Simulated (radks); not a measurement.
Values are calculated unless marked as measured or tabulated.
Ionisation of neutral barium, [Xe] 6s2, to [Xe] 6s1 as the strength of local exchange is varied. Code: a radial shooting solver on a logarithmic mesh with Libxc functionals. Model: scalar-relativistic Kohn-Sham, Slater X-alpha exchange (alpha = 2/3 is LDA exchange), no correlation, spin-polarised, spherical densities, finite nucleus; Fermi nuclear charge, rms radius 4.8378 fm.

[
 {"alpha": "0.565", "E(Ba) (hartree)": "-8095.2384", "exchange (hartree)": "-156.8863", "IE (eV)": "4.012", "-e of the level emptied (eV)": "2.192 (6s)", "<r> of it (bohr)": "5.059"},
 {"alpha": "0.667", "E(Ba) (hartree)": "-8123.6898", "exchange (hartree)": "-185.8174", "IE (eV)": "4.396", "-e of the level emptied (eV)": "2.582 (6s)", "<r> of it (bohr)": "4.879"},
 {"alpha": "0.874", "E(Ba) (hartree)": "-8181.7164", "exchange (hartree)": "-245.1008", "IE (eV)": "5.229", "-e of the level emptied (eV)": "3.451 (6s)", "<r> of it (bohr)": "4.559"},
 {"alpha": "0.909", "E(Ba) (hartree)": "-8191.5657", "exchange (hartree)": "-255.2001", "IE (eV)": "5.376", "-e of the level emptied (eV)": "3.608 (6s)", "<r> of it (bohr)": "4.511"},
 {"alpha": "0.926", "E(Ba) (hartree)": "-8196.3536", "exchange (hartree)": "-260.1133", "IE (eV)": "5.449", "-e of the level emptied (eV)": "3.685 (6s)", "<r> of it (bohr)": "4.488"},
 {"alpha": "0.942", "E(Ba) (hartree)": "-8200.8622", "exchange (hartree)": "-264.7422", "IE (eV)": "5.518", "-e of the level emptied (eV)": "3.758 (6s)", "<r> of it (bohr)": "4.466"},
 {"alpha": "0.954", "E(Ba) (hartree)": "-8204.2451", "exchange (hartree)": "-268.2168", "IE (eV)": "5.569", "-e of the level emptied (eV)": "3.813 (6s)", "<r> of it (bohr)": "4.450"}
]

NIST Atomic Spectra Database: 5.212 eV (measured). The Delta-SCF value meets it near alpha = 0.87.
